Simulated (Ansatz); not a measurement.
Harmonic frequencies (cm⁻¹) at PBE0-D4/def2-TZVP from Ansatz: 134, 134, 146, 150, 150, 237, 237, 329, 445, 451, 451, 488, 508, 508, 616, 619, 619, 643, 1544, 1544, 1545, 3567, 3567, 3569, 3660, 3660, 3660.

Each molecule was computed in one conformer, which needn't be the lowest.

Question: Which molecule is it?
A. `[CH3][Hf]([OH])([F])[Br]`
B. `O=C=[N][Hf]([OH])([OH])[OH]`
C. `[F][Hf]([SeH])([SeH])[SeH]`
D. `[NH2][Hf]([NH2])([NH2])[F]`

Answer: D.
